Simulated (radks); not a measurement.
Values are calculated unless marked as measured or tabulated.
Polarisability of neutral cadmium, [Kr] 4d10 5s2, at imaginary frequency. Code: a radial shooting solver on a logarithmic mesh with Libxc functionals. Model: non-relativistic Kohn-Sham, LB94 model potential, spin-polarised, spherical densities, point nucleus; relativity is left out, which matters for an element this heavy. Response by self-consistent Sternheimer equations with the Hartree and adiabatic LDA kernel.

w (hartree)  alpha1(iw) (bohr^3)  alpha2(iw) (bohr^5)
0.00266                    39.76                317.3
0.0143                     39.62                316.8
0.0360                     38.84                313.7
0.0697                     36.56                304.3
0.118                      31.93                282.8
0.186                      25.28                244.5
0.280                      18.28                191.2
0.413                      12.54                133.6
0.605                      8.419                84.03
0.892                      5.571                48.38
1.35                       3.544                25.75
2.12                       2.047                12.52
3.59                      0.9794                5.263
6.94                      0.3435                1.665
17.5                     0.07517               0.2922

Static values: alpha1 = 39.77 bohr^3 (5.893 angstrom^3; uncoupled 76.75), alpha2 = 317.3 bohr^5, alpha3 = 4592 bohr^7. C6 = 329.2, C8 = 14750, triple-dipole C9 = 8982 atomic units. One-pole (London) frequency 4 C6 / (3 alpha1^2) = 0.278 hartree, against 0.362 for minus the highest occupied eigenvalue. Recommended static value: 46 bohr^3 (Schwerdtfeger and Nagle, 2023 table).
